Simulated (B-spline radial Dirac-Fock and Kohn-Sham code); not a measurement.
# What relativity does to the binding energies of Os⁶⁵⁺

System: the Os⁶⁵⁺ ion, configuration 1s2 2s2 2p6 3s1.

Both columns are ΔSCF binding energies of the configuration average from a radial finite-basis atomic code: non-relativistic Hartree-Fock with a point nucleus, and Dirac-Fock with a finite nucleus and the Coulomb interaction alone, averaged over the two j levels with weights 2j+1.

```
shell  Hartree-Fock (eV)  Dirac-Fock (eV)  shift (eV)  shift (%)
   2p            16218.3          16935.8     +717.48      +4.42
   3s             7016.6           7618.4     +601.81      +8.58
```

Relativity binds 2p, 3s more strongly, among those listed most of all 3s in relative terms.

Values without a named source are computed, but for edge energies of neutral atoms, which are taken from tables.
